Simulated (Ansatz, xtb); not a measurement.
Two isomers of C2H5BN−

We compare a, `[BH3-]CC#N`, a singlet, with b, `[BH2-]=NC=C`, a singlet. Both are isolated ions in the gas phase, relaxed with B3LYP-D3(BJ)/def2-SVPD, each in the lowest conformer that the search found.

Quicker runs give these differences E(b) − E(a): GFN2-xTB +7.9 kcal/mol; HF/STO-3G +44.6 kcal/mol (at GFN2-xTB geometries); r2SCAN-D4/def2-SVPD +7.3 kcal/mol (at GFN2-xTB geometries).

Question: Estimate E(b) − E(a) at the level CCSD(T)/def2-SVPD + ΔMP2/def2-TZVPPD.

Answer: Calculated at CCSD(T)/def2-SVPD + ΔMP2/def2-TZVPPD: E(b) − E(a) = +13.7 kcal/mol, so structure a lies lower.

Level by level:

```
                               level                geometry  E(b) − E(a) (kcal/mol)  departure from the last row (kcal/mol)  job, with rough time for the two
                            GFN2-xTB                GFN2-xTB                      +7.9                                    −5.8              optimisation, 0.12 s
                           HF/STO-3G                GFN2-xTB                     +44.6                                   +30.9               single point, 0.3 s
                 r2SCAN-D4/def2-SVPD                GFN2-xTB                      +7.3                                    −6.4               single point, 7.8 s
              B3LYP-D3(BJ)/def2-SVPD  B3LYP-D3(BJ)/def2-SVPD                      +6.9                                    −6.9                optimisation, 26 s
                        HF/def2-SVPD  B3LYP-D3(BJ)/def2-SVPD                     +11.8                                    −1.9           part of the CCSD(T) run
                       MP2/def2-SVPD  B3LYP-D3(BJ)/def2-SVPD                     +14.2                                    +0.5           part of the CCSD(T) run
                   CCSD(T)/def2-SVPD  B3LYP-D3(BJ)/def2-SVPD                     +13.0                                    −0.7                      single point
CCSD(T)/def2-SVPD + ΔMP2/def2-TZVPPD  B3LYP-D3(BJ)/def2-SVPD                     +13.7                                                        single point, 27 s
```

As drawn, b has 1 B=N, 1 C–N, 1 C=C, 1 C–H in place of 1 C–B, 1 C–C, 1 C≡N, 1 B–H.

None of the levels shown reverses the order. The largest departure from CCSD(T)/def2-SVPD + ΔMP2/def2-TZVPPD is that of HF/STO-3G, 30.9 kcal/mol. The last row adds to CCSD(T) the change of the MP2 difference between the two basis sets, here +0.7 kcal/mol.

With harmonic frequencies from B3LYP-D3(BJ)/def2-SVPD (ideal gas, rigid rotor, one conformer each, 298.15 K, 1 atm): the zero-point term adds +1.2 kcal/mol; ΔH is +14.8 and ΔG +15.1 kcal/mol.

The correlated steps freeze 4 core orbitals. Programs: Ansatz 0.2.0, xtb 6.7.1; the last row on 2 threads of Intel(R) Xeon(R) Platinum 8259CL CPU @ 2.50GHz (Skylake/Cascade Lake) on a shared host.
